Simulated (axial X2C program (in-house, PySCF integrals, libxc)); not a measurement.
Estimating the spin–orbit splitting of the π levels of SrCl⁻

All values were computed with an in-house all-electron X2C program for linear molecules (integrals from PySCF). Spin-free means the one-electron spin-free X2C Hamiltonian; two-component (2c) means X2C with spin–orbit coupling and atomic mean-field two-electron Coulomb and Gaunt terms, so the difference of the two also holds small scalar two-electron terms. Basis: Sr dyall-acv3z [14s13p9d6f1g], Cl dyall-av3z [9s8p3d2f] (cores contracted in-house); Gaussian nuclei, density fitting, unrestricted open shells. Masses: Sr 87.906 u, Cl 34.969 u.

Hartree–Fock at 2.686 Å, closed shell. Valence p splittings ε(p3/2) − ε(p1/2) of spherical Dirac–Hartree–Fock atoms with fractionally filled p shells: Cl 3p 0.140 eV.

```tsv
filled π level (eV), spin-free	Sr p share	Cl p share
-7.37	< 0.02	0.91
```

Problem. In first order a p shell splits by 3ζ/2 and a π orbital by ζ. Estimate the splitting of each π level from the shares.

Solution. level -7.37 eV: (2/3) × (0.91 × 0.140) = 0.09 eV.

The two-component Hartree–Fock calculation gives:

```
ε(ω = 1/2) (eV)  σ share of it  ε(ω = 3/2) (eV)  splitting (eV)  estimate (eV)
         -7.405           0.02           -7.324            0.08           0.09
```

The estimate leaves out the mixing of π1/2 with σ1/2 levels, which pushes the ω = 1/2 spinor up or down, the d and f parts of the orbital, small shares of the strongly split outer-core p shell of a metal, the Gaunt term (absent from the atomic values), and the change of the atomic p orbitals with charge; Löwdin shares depend on the basis.
